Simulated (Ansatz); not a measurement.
The same path of Cl2Sn + H4Si (8 atoms, charge 0, multiplicity 1) was run twice with different band settings. Lost on the way: H4–Si5. Made: Sn1–H4, Sn1–Si5.

Method: RKS B3LYP-D4/def2-SVP in Ansatz.

Relaxed end points:

```xyz
8
Properties=species:S:1:pos:R:3
Sn -0.082 -0.749 -2.339
Cl 0.226 -2.516 -0.704
Cl -2.357 -0.137 -1.800
H 0.666 0.732 -0.489
Si 0.431 0.668 1.002
H -0.869 0.002 1.247
H 1.569 -0.077 1.598
H 0.415 2.078 1.486
```

```xyz
8
Properties=species:S:1:pos:R:3
Sn 0.020 -0.292 -1.144
Cl 0.206 -2.659 -1.107
Cl -2.187 0.190 -1.876
H 1.061 0.244 -2.400
Si 0.204 0.522 1.301
H -0.867 -0.165 2.071
H 1.549 0.161 1.826
H 0.013 1.999 1.329
```

Common settings: movable images 5; climbing image yes; spring 5.0 eV/Å²; optimiser quadratic models (default); start path through a guess of the saddle point; iteration limit 60; end points relaxed.

| run | force threshold |
| --- | --- |
| 1 | 0.05 eV/Å |
| 2 | 0.2 eV/Å |

Task: What does each run give, and how far can it be trusted?

Result: Run 1: converged after 30 iterations, highest image 2.897 eV above the first end. Neighbouring images differ by up to 1.5 eV, so the band resolves the path poorly. A vibrational analysis at the climbing image gives one clearly imaginary mode, 901i cm⁻¹: a first-order saddle point.
Run 2: converged after 16 iterations, highest image 2.901 eV above the first end. The threshold of 0.2 eV/Å is loose, so the images may lie well off the minimum-energy path. Neighbouring images differ by up to 1.9 eV, so the band resolves the path poorly. The order of the stationary point at the top wasn't checked.
The orbitals stay closed-shell, which can raise the energy where a bond breaks towards radicals; this wasn't checked here.
